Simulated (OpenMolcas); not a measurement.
**A ladder of methods for CHClFNOSi (SMILES O=C=N[SiH](F)Cl)**

CHClFNOSi: 7 atoms, total charge 0, spin state singlet. SMILES: `O=C=N[SiH](F)Cl`. Geometry: relaxed at PBE0-D4/def2-TZVP. This is one conformer, not always the lowest.

Quantity: the vertical energy of the triplet above the singlet, in eV. The values are calculated.

```json
{"level": "HF/6-31G* (spherical functions)", "kind": "Hartree–Fock", "program": "OpenMolcas", "value (eV)": "6.55", "CPU time (all runs)": "2.6 min"}
{"level": "SVWN5/6-31G* (spherical functions)", "kind": "LDA", "program": "OpenMolcas", "value (eV)": "6.51", "CPU time (all runs)": "71 s"}
{"level": "revPBE/6-31G* (spherical functions)", "kind": "GGA", "program": "OpenMolcas", "value (eV)": "6.42", "CPU time (all runs)": "2.4 min"}
{"level": "TPSS/6-31G* (spherical functions)", "kind": "meta-GGA", "program": "OpenMolcas", "value (eV)": "6.44", "CPU time (all runs)": "3.1 min"}
{"level": "r2SCAN/6-31G* (spherical functions)", "kind": "meta-GGA", "program": "OpenMolcas", "value (eV)": "6.57", "CPU time (all runs)": "3 min"}
{"level": "M06-2X/6-31G* (spherical functions)", "kind": "hybrid meta-GGA", "program": "OpenMolcas", "value (eV)": "7.06", "CPU time (all runs)": "4.3 min"}
{"level": "PBE0/6-31G* (spherical functions)", "kind": "global hybrid", "program": "OpenMolcas", "value (eV)": "6.65", "CPU time (all runs)": "2.7 min"}
{"level": "B3LYP/6-31G* (Cartesian functions)", "kind": "global hybrid", "program": "OpenMolcas", "value (eV)": "6.62", "CPU time (all runs)": "4.2 min"}
```

The values span 6.42 to 7.06 eV. Times are those of the runs behind each value, whatever else they computed, on shared processors of several kinds: orders of magnitude only.
